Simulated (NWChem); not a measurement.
Program: NWChem. System: BF (+1), charge 1, spin multiplicity 2, at a geometry optimised with UPBE0/def2-SVP. The structure started from a generated list of species. Its SCF solution wasn't tested for a lower state. Level: ROCCSD(T)/def2-TZVP, 2 core orbitals frozen.

Part of the output:

```
             Northwest Computational Chemistry Package (NWChem) 7.3.0
             --------------------------------------------------------

                                NWChem Input Module
                                -------------------

 Scaling coordinates for geometry "geometry" by  1.889725989
 (inverse scale =  0.529177249)

 Turning off AUTOSYM since
 SYMMETRY directive was detected!

                             Geometry "geometry" -> ""
                             -------------------------

 Output coordinates in angstroms (scale by  1.889725989 to convert to a.u.)

  No.       Tag          Charge          X              Y              Z
 ---- ---------------- ---------- -------------- -------------- --------------
    1 B                    5.0000     0.00000000     0.00000000     0.78089700
    2 F                    9.0000     0.00000000     0.00000000    -0.43383100

 Effective nuclear repulsion energy (a.u.)      19.6035459831

            Nuclear Dipole moment (a.u.)
            ----------------------------
        X                 Y               Z
 ---------------- ---------------- ----------------
     0.0000000000     0.0000000000     0.0000113384

      Symmetry information
      --------------------

 Group name             C2v
 Group number             16
 Group order               4
 No. of unique centers     2

      Symmetry unique atoms

     1    2


 Summary of "ao basis" -> "" (spherical)
 ------------------------------------------------------------------------------
       Tag                 Description            Shells   Functions and Types
 ---------------- ------------------------------  ------  ---------------------
 *                         def2-tzvp                  on all atoms

 Summary of "ao basis" -> "ao basis" (spherical)
 ------------------------------------------------------------------------------
       Tag                 Description            Shells   Functions and Types
 ---------------- ------------------------------  ------  ---------------------
 B                         def2-tzvp                11       31   5s3p2d1f
 F                         def2-tzvp                11       31   5s3p2d1f

                                 NWChem SCF Module
                                 -----------------

  ao basis        = "ao basis"
  functions       =    62
  atoms           =     2
  closed shells   =     6
  open shells     =     1
  charge          =   1.00
  wavefunction    = ROHF
  use symmetry    = T
  symmetry adapt  = T

 Summary of "ao basis" -> "ao basis" (spherical)
 ------------------------------------------------------------------------------
       Tag                 Description            Shells   Functions and Types
 ---------------- ------------------------------  ------  ---------------------
 B                         def2-tzvp                11       31   5s3p2d1f
 F                         def2-tzvp                11       31   5s3p2d1f

      Symmetry analysis of basis
      --------------------------

        a1         28
        a2          6
        b1         14
        b2         14

 Forming initial guess at       0.1s

      Symmetry analysis of molecular orbitals - initial
      -------------------------------------------------

  Numbering of irreducible representations:

     1 a1          2 a2          3 b1          4 b2

  Orbital symmetries:

     1 a1          2 a1          3 a1          4 a1          5 b1
     6 b2          7 a1          8 b2          9 b1         10 a1
    11 a1         12 b2         13 b1         14 a1         15 a1
    16 a2         17 b2

 Starting SCF solution at       0.1s

 ----------------------------------------------
         Quadratically convergent ROHF

 Convergence threshold     :          1.000E-07
 Maximum no. of iterations :          100
 Final Fock-matrix accuracy:          1.000E-09
 ----------------------------------------------

              iter       energy          gnorm     gmax       time
             ----- ------------------- --------- --------- --------
                 1     -123.7798191656  6.55D-01  2.45D-01      0.3
                 2     -123.7982257633  2.58D-01  8.70D-02      0.3
[...]
   Bfn.  Coefficient  Atom+Function         Bfn.  Coefficient  Atom+Function
  ----- ------------  ---------------      ----- ------------  ---------------
    10      0.477434  1 B  py                13      0.421875  1 B  py
     7      0.379133  1 B  py                44     -0.228128  2 F  py
    38     -0.177091  2 F  py

 Vector    9  Occ=0.000000D+00  E=-2.016356D-01  Symmetry=b1
              MO Center=  5.6D-15, -2.6D-17,  8.6D-01, r^2= 2.3D+00
   Bfn.  Coefficient  Atom+Function         Bfn.  Coefficient  Atom+Function
  ----- ------------  ---------------      ----- ------------  ---------------
     9      0.477434  1 B  px                12      0.421875  1 B  px
     6      0.379133  1 B  px                43     -0.228128  2 F  px
    37     -0.177091  2 F  px

 Vector   10  Occ=0.000000D+00  E=-8.177438D-02  Symmetry=a1
              MO Center= -1.7D-14, -2.7D-14, -1.3D-01, r^2= 5.4D+00
   Bfn.  Coefficient  Atom+Function         Bfn.  Coefficient  Atom+Function
  ----- ------------  ---------------      ----- ------------  ---------------
     4      2.121463  1 B  s                  5     -1.855055  1 B  s
    14      0.761265  1 B  pz                36     -0.746790  2 F  s
    11     -0.680315  1 B  pz                45     -0.530635  2 F  pz
    22      0.358172  1 B  d  0              35      0.153863  2 F  s

 center of mass
 --------------
 x =   0.00000000 y =   0.00000000 z =   0.02235867

 moments of inertia (a.u.)
 ------------------
          36.728232590249           0.000000000000           0.000000000000
           0.000000000000          36.728232590249           0.000000000000
           0.000000000000           0.000000000000           0.000000000000

  Mulliken analysis of the total density
  --------------------------------------

    Atom       Charge   Shell Charges
 -----------   ------   -------------------------------------------------------
    1 B    5     4.01   0.92  1.06  0.57  0.39  0.02  0.61  0.28  0.00  0.07  0.05  0.03
    2 F    9     8.99   0.77  1.20  0.61  0.99  0.30  2.23  2.23  0.63  0.00  0.02  0.00

 Mulliken analysis of the open-shell density
 -------------------------------------------

    Atom       Charge   Shell Charges
 -----------   ------   -------------------------------------------------------
    1 B    5     0.99   0.01 -0.02  0.32  0.35  0.02  0.19  0.12  0.00 -0.00 -0.00 -0.00
    2 F    9     0.01   0.00 -0.00  0.00  0.00 -0.00  0.01  0.01 -0.01  0.00 -0.00  0.00

       Multipole analysis of the density wrt the origin
       ------------------------------------------------

     L   x y z        total         open         nuclear
     -   - - -        -----         ----         -------
     0   0 0 0      1.000000     -1.000000     14.000000

     1   1 0 0      0.000000     -0.000000      0.000000
     1   0 1 0     -0.000000     -0.000000      0.000000
     1   0 0 1      1.521638     -2.347343      0.000011

     2   2 0 0     -5.345888     -1.090104      0.000000
     2   1 1 0     -0.000000     -0.000000      0.000000
     2   1 0 1      0.000000     -0.000000      0.000000
     2   0 2 0     -5.345888     -1.090104      0.000000
     2   0 1 1     -0.000000     -0.000000      0.000000
     2   0 0 2     -3.830673     -6.376968     16.937146

                   NWChem Extensible Many-Electron Theory Module
                   ---------------------------------------------


            General Information
            -------------------
      Number of processors :     1
         Wavefunction type : Restricted open-shell Hartree-Fock
          No. of electrons :    13
           Alpha electrons :     7
            Beta electrons :     6
           No. of orbitals :   124
            Alpha orbitals :    62
             Beta orbitals :    62
        Alpha frozen cores :     2
         Beta frozen cores :     2
     Alpha frozen virtuals :     0
      Beta frozen virtuals :     0
         Spin multiplicity : doublet
    Number of AO functions :    62
       Number of AO shells :    22
        Use of symmetry is : on
      Symmetry adaption is : on
         Schwarz screening : 0.10D-09

          Correlation Information
          -----------------------
          Calculation type : Coupled-cluster singles & doubles w/ perturbation
   Perturbative correction : (T)
            Max iterations :      100
        Residual threshold : 0.10D-05
     T(0) DIIS level shift : 0.00D+00
     L(0) DIIS level shift : 0.00D+00
     T(1) DIIS level shift : 0.00D+00
     L(1) DIIS level shift : 0.00D+00
     T(R) DIIS level shift : 0.00D+00
     T(I) DIIS level shift : 0.00D+00
   CC-T/L Amplitude update :  5-th order DIIS
                I/O scheme : Global Array Library
        L-threshold :  0.10D-05
        EOM-threshold :  0.10D-05
 no EOMCCSD initial starts read in
 TCE RESTART OPTIONS
 SLICE:      F
 D4D5:       F
 quantumc:   F
 qrotation:  F
 pwtce:      F
 qducc:      F
 nacto:                         0
 nrotv:                         0
 nrot:                          0

            Memory Information
            ------------------
          Available GA space size is     249029112 doubles
          Available MA space size is     104854372 doubles

 Maximum block size supplied by input
 Maximum block size        24 doubles

 tile_dim =     23

 -------------------------------------------------

 Global array virtual files algorithm will be used

 Parallel file system coherency ......... OK

 4-electron integrals stored in orbital form

 v2    file size   =          1061275
 4-index algorithm nr.  13 is used
 imaxsize =       30
 imaxsize ichop =        0


CCSD iterations
 ---------------------------------------------------------
 Iter          Residuum       Correlation     Cpu    Wall
 ---------------------------------------------------------
    1   0.1547400656014  -0.2883543555944     0.5     0.5
    2   0.0317973984791  -0.2847020888593     0.4     0.4
    3   0.0105800168970  -0.2892161660152     0.5     0.5
    4   0.0055146366047  -0.2892376884018     0.4     0.4
    5   0.0022664685048  -0.2897254614895     0.4     0.4
    6   0.0011594631686  -0.2898541609056     0.5     0.5
    7   0.0006183784192  -0.2898657764173     0.5     0.5
    8   0.0003724071560  -0.2898813174154     0.5     0.5
    9   0.0002530637665  -0.2898783314492     0.5     0.5
   10   0.0001809940791  -0.2898876233309     0.5     0.5
   11   0.0000319595471  -0.2898889715019     0.5     0.5
   12   0.0000169621813  -0.2898917822428     0.5     0.5
   13   0.0000066201280  -0.2898911474316     0.5     0.5
   14   0.0000044228556  -0.2898915019966     0.4     0.4
   15   0.0000019750592  -0.2898913423491     0.5     0.5
   16   0.0000006534713  -0.2898913874024     0.5     0.5
 -----------------------------------------------------------------
 Iterations converged
 CCSD correlation energy / hartree =        -0.289891387402367
 CCSD total energy / hartree       =      -124.090938546167678

 Singles contributions

 Doubles contributions
 CCSD(T)
 Using plain CCSD(T) code
             total no. of tasks          927
 total no. of tasks / no. procs          927
                         wl_min            2           1.1
                         wl_max        97336           6.8
        thresh for no. of tasks          927

 CCSD[T]  correction energy / hartree =        -0.011049993937486
 CCSD[T] correlation energy / hartree =        -0.300941381339854
 CCSD[T] total energy / hartree       =      -124.101988540105168
 CCSD(T)  correction energy / hartree =        -0.009780899781030
 CCSD(T) correlation energy / hartree =        -0.299672287183397
 CCSD(T) total energy / hartree       =      -124.100719445948712

 Task  times  cpu:       12.8s     wall:       12.8s

 Total times  cpu:       12.9s     wall:       12.9s
```

Q: Write an NWChem input that would produce this output.

A: One answer among several that fit: 
```
start mol
memory heap 100 mb stack 700 mb global 1900 mb
charge 1
geometry units angstroms nocenter noautoz
  B      0.000000     0.000000     0.780897
  F      0.000000     0.000000    -0.433831
  symmetry group C2v
end
basis spherical
  * library def2-tzvp
end
scf
  rohf
  nopen 1
  maxiter 100
  thresh 1e-7
  semidirect memsize 60000000 filesize 0
  # guess.movecs holds the orbitals of an unrestricted PBE0 run
  vectors input guess.movecs output mol.movecs
end
tce
  freeze core 2
  ccsd(t)
  2eorb
  2emet 13
  thresh 1e-6
  maxiter 100
  tilesize 24
end
task tce energy
```
